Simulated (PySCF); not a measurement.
Vibration and rotation of KSn

UHF-CCSD(T) constants of KSn, ⁴Σ⁻ (quartet), unpaired electrons σ ↑, π ↑↑ (basis K def2-SVP, Sn def2-SVP with ECP28; scalar-relativistic core potentials; PySCF 2.14; masses 38.9637 and 119.9022 u):

```
ωe           : 134.4 cm⁻¹
ωexe         : 0.325 cm⁻¹
Be           : 0.051433 cm⁻¹
αe           : 0.000226 cm⁻¹
De to K + Sn : 1.23 eV
```

**Question.** What force constant and bond length do these constants imply?

**Answer.** Reduced mass μred = 29.407 u; k = 5.8918×10⁻⁷·μred·ωe² (u, cm⁻¹, mdyn/Å) = 0.313 mdyn/Å; Re = √(16.8576/(μred·Be)) (u, cm⁻¹, Å) = 3.338 Å.

**Question.** Estimate the centrifugal constant D from the Kratzer relation and find the Dunham coefficient a1.

**Answer.** D = 4Be³/ωe² = 3.01e-08 cm⁻¹; a1 = −1 − αeωe/(6Be²) = -2.91.

Correlated steps freeze 9 core orbitals. Correlated levels converge slowly with the basis: in double zeta they bind strong bonds too weakly, by up to about 1 eV, and carry superposition errors of some tenths. These are scalar-relativistic numbers at best; spin–orbit coupling would shift them, the dissociation energy most. The state is the lowest determinant that a PBE0 search found; another state may lie lower at other levels.
